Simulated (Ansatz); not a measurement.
`[SiH3][O][Ga]([Cl])[Cl]` and `[SiH3]OB(Cl)Cl` differ in one element.

Ansatz, PBE0-D4/def2-TZVP geometries, multiplicity 1. Each molecule was computed in one conformer, which needn't be the lowest.

Scalar relativity is left out up to krypton.

```tsv
property	`[SiH3][O][Ga]([Cl])[Cl]`
HOMO energy (PBE/def2-TZVPP) / eV	-7.61
LUMO energy (ωB97M-V/def2-TZVPP) / eV	0.19
HOMO energy (B3LYP/def2-TZVPP) / eV	-8.81
HOMO–LUMO gap (B3LYP/def2-TZVPP) / eV	6.77
HOMO–LUMO gap (PBE/def2-TZVPP) / eV	4.93
LUMO energy (B3LYP/def2-TZVPP) / eV	-2.05
```

(1) Give the same properties after the change, and the shifts. (An estimate is asked.)

Answers

(1) Ansatz gave: 
| property | `[SiH3]OB(Cl)Cl` | shift |
| --- | --- | --- |
| HOMO energy (PBE/def2-TZVPP) / eV | -7.54 | 0.07 |
| LUMO energy (ωB97M-V/def2-TZVPP) / eV | 1.48 | 1.29 |
| HOMO energy (B3LYP/def2-TZVPP) / eV | -8.70 | 0.11 |
| HOMO–LUMO gap (B3LYP/def2-TZVPP) / eV | 7.91 | 1.14 |
| HOMO–LUMO gap (PBE/def2-TZVPP) / eV | 5.96 | 1.03 |
| LUMO energy (B3LYP/def2-TZVPP) / eV | -0.79 | 1.26 |

B3LYP here is the variant with VWN-RPA as its local correlation; programs differ in this.
